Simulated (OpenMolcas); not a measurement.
4s² 4p along the 31-electron sequence

- Program: OpenMolcas 26.06
- Method: CASSCF
- Basis: ANO-R2
- Scalar Hamiltonian: X2C, finite nucleus
- Spin-orbit coupling: state interaction with AMFI integrals over the reference wave functions, term energies averaged over their components

Active space for each ion: 3 electrons in 8 orbitals (4s 4p 5s 5p).

Computed levels in cm-1 above ²P°_1/2:

| Level | Ga | Ge+ | As2+ | Se3+ | Br4+ | Kr5+ |
| --- | --- | --- | --- | --- | --- | --- |
| ²P°_3/2 | 636 | 1552 | 2470 | 3785 | 5389 | 7309 |
| weight of ²P° in the lowest level (%) | 100 | 100 | 100 | 100 | 100 | 100 |

Measured, with the error of the calculation in %. Measured levels: Ga, Ge+ from NIST Handbook of Basic Atomic Spectroscopic Data; As2+, Se3+, Br4+ from Moore, Atomic Energy Levels, vol. II, NSRDS-NBS 35 (1971 reprint of NBS Circular 467, 1952); Kr5+ from Saloman, J. Phys. Chem. Ref. Data 36, 215 (2007).

```csv
Level,Ga,Ge+,As2+,Se3+,Br4+,Kr5+
²P°_3/2,826 (-23.0),1767 (-12.2),2940 (-16.0),4376 (-13.5),6090 (-11.5),8110 (-9.9)
```

The fine-structure level ²P°_3/2 changes by a factor of 11.5 from Ga to Kr5+. Its fourth root runs 5.02, 6.28, 7.05, 7.84, 8.57, 9.25, with steps per unit of Z of 1.25, 0.77, 0.79, 0.72, 0.68; equal steps would mean a (Z - σ)^4 law with constant σ.

Some high roots are left out of the spin-orbit mixing, which shifts the levels that they would mix with (holds for Ga). Without dynamic correlation excited terms often stand tens of per cent too high (terms of higher spin than the ground term too low), and those without a measured partner can miss by more than the paired ones (holds for Ga; Ge+). Active for correlation alone: 5p 5s; no level in the range computed is led by a configuration that fills them, so any true level of that kind is missing (holds for Ga; As2+; Se3+; Br4+; Kr5+). The run also gave levels led by 4s 4p 5s, 4s² 5p, which use shells meant for correlation; these and all levels above them are left out (holds for Ge+). Computed and measured levels are paired by configuration, term and J; levels that our copy of the source lacks, or whose pairing is in doubt (as where it misses far off the trend of its configuration), stay unpaired and out of the deviations. Levels of configurations outside the active space are missing.

° marks odd parity.
